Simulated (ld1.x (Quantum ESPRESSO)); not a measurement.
**V TM: all-electron and pseudo phase curves**

V (Z = 23), norm-conserving Troullier–Martins (Kleinman–Bylander form), made with ld1.x (Quantum ESPRESSO) 7.5 (Wu–Cohen, scalar-relativistic). Core [Ne], reference 3s2 3p6 3d3.5 4s1.5 4p0. Waves: 3s (bound): rc 1.60 bohr; 3p (bound): rc 1.50 bohr; 3d (bound): rc 2.45 bohr. Local part: all-electron potential smoothed inside 1.60 bohr (lloc = -2). Core correction: full core density, not smoothed (it rises at the typed radius of 1.40 bohr, so ld1.x skipped the fit).

Occupied shells without a wave of their own: 4s. They enter only through the test configuration that unscreens the potential, and ld1.x also counts them in the model core charge.

The phase is arctan(r·u′/u) with u = r·R(r), unwrapped; energies in Ry, scanned from -7 to 5 Ry. A pole is an energy at which the radial function vanishes at the test radius. The pseudo phase is shifted by a multiple of π to meet the all-electron one at the reference energy, and phase errors are pseudo minus all-electron; the curves can meet again beyond the range given. Levels narrower than the energy grid can be missing from the lists of poles.

Problem. For each channel, where are the poles, and over which energies does the pseudopotential scatter like the atom?

Solution.

```json
{"channel": "s", "radius (bohr)": "2.64", "reference energy (Ry)": "-5.00", "poles, all-electron": "-4.98, 2.11", "poles, pseudo": "-4.98, 1.86", "unbroken range about the reference energy with phases within 0.05 rad": "below -0.6", "phase error 1 Ry above the reference energy (rad)": "-0.000"}
{"channel": "p", "radius (bohr)": "2.64", "reference energy (Ry)": "-3.09", "poles, all-electron": "-3.05, 3.04", "poles, pseudo": "-3.05, 3.17", "unbroken range about the reference energy with phases within 0.05 rad": "below 0.3", "phase error 1 Ry above the reference energy (rad)": "+0.000"}
{"channel": "d", "radius (bohr)": "2.64", "reference energy (Ry)": "-0.27", "poles, all-electron": "-0.02, 4.50", "poles, pseudo": "-0.02", "unbroken range about the reference energy with phases within 0.05 rad": "below 1.0", "phase error 1 Ry above the reference energy (rad)": "+0.026"}
```

ld1.x takes every shell without a wave as core, so the model core holds the 4s electrons as well and exchange and correlation see them twice. This cancels in the reference configuration, but the file is broken for other ones, and its errors say nothing about a proper core correction.

Phases in the s channel:

| E (Ry) | all-electron | pseudo |
| --- | --- | --- |
| -7.00 | 1.416 | 1.416 |
| -6.48 | 1.409 | 1.409 |
| -5.96 | 1.399 | 1.399 |
| -5.44 | 1.383 | 1.383 |
| -4.92 | -1.698 | -1.698 |
| -4.40 | -1.761 | -1.761 |
| -3.88 | -1.781 | -1.782 |
| -3.36 | -1.804 | -1.804 |
| -2.84 | -1.832 | -1.832 |
| -2.32 | -1.871 | -1.873 |
| -1.80 | -1.933 | -1.935 |
| -1.28 | -2.042 | -2.049 |
| -0.76 | -2.289 | -2.318 |
| -0.24 | -3.049 | -3.177 |
| 0.28 | -4.085 | -4.172 |
| 0.80 | -4.452 | -4.496 |
| 1.32 | -4.599 | -4.630 |
| 1.84 | -4.681 | -4.710 |
| 2.36 | -4.738 | -4.769 |
| 2.88 | -4.786 | -4.824 |
| 3.40 | -4.834 | -4.888 |
| 3.92 | -4.891 | -4.981 |
| 4.44 | -4.971 | -5.163 |
| 4.96 | -5.114 | -5.723 |
